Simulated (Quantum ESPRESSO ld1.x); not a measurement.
The mean radii <r> (bohr) of the occupied orbitals of an atom or ion are listed with their occupations. Calculated with ld1.x of Quantum ESPRESSO 7.5: Dirac Kohn-Sham, PBEsol, spin-unpolarised, spherical densities, point nucleus.

orbital      occ.      <r>
1s1/2           2  0.02972
2s1/2           2   0.1280
2p1/2           2   0.1083
2p3/2           4   0.1136
3s1/2           2   0.3439
3p1/2           2   0.3340
3p3/2           4   0.3444
3d3/2           4   0.3136
3d5/2           6   0.3168
4s1/2           1   0.7317
7f5/2    0.428571    3.174
7f7/2    0.571429    3.176

Name the element and its charge. Open shells, if any, are shared by 2j + 1.

Answer. Z = 49, indium, charge +19: In19+ in [Ar] 3d10 4s1 7f1. The 1s radius gives Z: for a bare nucleus <r> = (2 gamma + 1)/(2Z) with gamma = sqrt(1 - (Z/c)^2), 0.02926 bohr for Z = 49, and screening makes it slightly larger (0.02972 here). The occupations add up to 30, and the charge is Z minus that.
